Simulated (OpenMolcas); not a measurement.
**Ce2+: moving or changing the point charges**

Ce2+ among 6 point charges of -1 e arranged as an octahedron (Oh), 2.67 Å from the ion.

```
Program             : OpenMolcas 26.06
Method              : SS-CASPT2, IPEA 0.25 Eh, imaginary shift 0.1 Eh (closed shells correlated: 5s 5p)
Basis               : ANO-RCC-VDZP [7s6p4d2f1g]
Scalar Hamiltonian  : DKH2, point nucleus
Active space        : 2 electrons in 7 orbitals (4f)
State averaging     : 2S+1 = 3 even, 21 roots; 2S+1 = 1 even, 27 roots kept (CI in the orbitals of an earlier block)
Spin-orbit coupling : RASSI with atomic mean-field integrals over the reference wave functions
```

Runs around this geometry, states (labels of O, the rotations of Oh). Energies in cm-1 above the lowest state or level, χT in cm3 K/mol; under a threefold ground state the first gap can be a small split of the lowest multiplet, not the spin-orbit step.

| R (Å) | Ground state | First state of that spin | First gap with spin-orbit (degeneracies) | Width of lowest J | χT at 300 K |
| --- | --- | --- | --- | --- | --- |
| 2.67 | 3T1 | 3T2 300 | 190 (1, 3) | 586 | 1.508 |
| 2.84 | 3T1 | 3T2 240 | 160 (1, 3) | 496 | 1.548 |
| 3.07 | 3T1 | 3T2 190 | 120 (1, 3) | 385 | 1.588 |

Taking the width of the lowest J multiplet as R^-n, n = -ln(385 / 586) / ln(3.07 / 2.67) = 3.0 between the shortest and longest distance.

Roots that are degenerate in the reference are averaged as groups; the widest CASPT2 spread within a group is 640 cm-1 (the 3-fold group of multiplicity 1 near 4980 cm-1 above the lowest state of its run, R = 2.84). Shifts and gaps below about the spread of the groups concerned are not significant. Point charges carry no covalency, so the field is a model and not that of real ligands. No measured value stands beside these numbers.
